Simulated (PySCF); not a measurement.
C5H6O2.
Cartesian coordinates in Å at the GFN2-xTB level; atoms count from 1:
```xyz
13
C5H6O2 angstrom
C      1.7810   -0.1863    0.3807
C      0.3922    0.1100   -0.0523
C     -0.0356    1.0222   -0.9209
O     -1.4039    1.0243   -1.0885
C     -1.9428    0.0669   -0.2963
O     -3.1162   -0.1538   -0.2401
C     -0.8139   -0.6206    0.4563
H      2.4862    0.4701   -0.1208
H      1.8775   -0.0538    1.4577
H      2.0360   -1.2202    0.1513
H      0.4980    1.7466   -1.5054
H     -0.8024   -1.6876    0.2278
H     -0.9604   -0.5175    1.5327
```

Jobs on this species (13 atoms, 52 electrons) with PySCF (density fitting). Hardware of each: one thread of an Intel Xeon at 2.50 GHz, shared host. The host was shared with other jobs, so the times are rough. Peak memory is the resident size of the whole Python process, interpreter and libraries included.

| level and settings | work | basis functions | SCF cycles | wall time | peak memory |
| --- | --- | --- | --- | --- | --- |
| PBE0/IGLO-II, IEF-PCM chloroform, energy threshold 1e-07 Eh | spin–spin couplings from 11 perturbed nuclei, spin–dipole term left out | 190 | ? | ? | ? |
| PBE0/pcSseg-0, start guess sap, damping 0.3 at the start, DIIS from the seventh cycle | shieldings, ring-centre shieldings, charges and field gradients | 75 | 21 | 25 s | 0.49 GiB |
| B97-2/6-31G | spin–spin couplings from 11 perturbed nuclei, spin–dipole term left out | 75 | 15 | 21 s | 0.46 GiB |

**Question.** Fill in the missing figures.

**Answer.** 
- PBE0/IGLO-II, IEF-PCM chloroform, energy threshold 1e-07 Eh; spin–spin couplings from 11 perturbed nuclei, spin–dipole term left out: 55 s, 0.89 GiB, 9 SCF cycles

**Question.** What do all jobs in the table cost together?

**Answer.** About 1.7 min; the longest takes about 54 % of that, and about 2.6 times as long as the shortest.
